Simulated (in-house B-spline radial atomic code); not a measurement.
Configurations of Ba³⁺, with energies counted from [Kr] 4d10 5s2 (5p1/2)2 (5p3/2)3. Method: Dirac-Hartree-Fock, average of each configuration as written, Fermi nucleus of rms radius 4.8378 fm. Calculated with a B-spline radial code for spherical atoms. Energies include first-order Breit, QED and recoil terms.

Occupations are held fixed; configurations that lie above the ionisation limit could autoionise.

```tsv
configuration	E - E(ref) (eV)	highest orbital	its <r> (bohr)
[Kr] 4d10 5s2 (5p1/2)1 (5p3/2)3 (8d3/2)1	42.437	8d3/2	13.01
[Kr] 4d10 5s1 (5p1/2)1 (5p3/2)4 (6g7/2)1	61.883	6g7/2	10.89
[Kr] (4d3/2)4 (4d5/2)5 5s2 (5p1/2)1 (5p3/2)4 (8g7/2)1	123.93	8g7/2	21.33
[Kr] (4d3/2)4 (4d5/2)5 5s2 (5p1/2)1 (5p3/2)4 (9f7/2)1	124.03	9f7/2	23.1
[Ar] 3d10 4s2 (4p1/2)2 (4p3/2)3 4d10 (4f7/2)1 5s2 (5p1/2)1 (5p3/2)4	196.98	4f7/2	1.158
```

Problem. Order these further configurations by energy, lowest first.
A. [Kr] 4d10 5s2 (5p1/2)1 (5p3/2)4
B. [Kr] 4d10 5s1 (5p1/2)1 (5p3/2)4 (5f5/2)1
C. [Kr] 4d10 5s1 (5p1/2)1 (5p3/2)4 (7f7/2)1
D. [Ar] 3d10 4s2 (4p1/2)1 (4p3/2)4 4d10 5s2 5p6
E. [Ar] (3d3/2)4 (3d5/2)5 4s2 4p6 4d10 5s2 (5p1/2)1 (5p3/2)4 (5f5/2)1

Solution. A (2.2042 eV), B (55.253 eV), C (62.188 eV), D (191.88 eV), E (806.31 eV).

Problem. How far above the reference does [Kr] (4d3/2)3 (4d5/2)6 (4f7/2)1 5s2 (5p1/2)1 (5p3/2)4 lie?

Solution. 99.468 eV; its least bound orbital is 4f7/2 with <r> = 1.163 bohr.
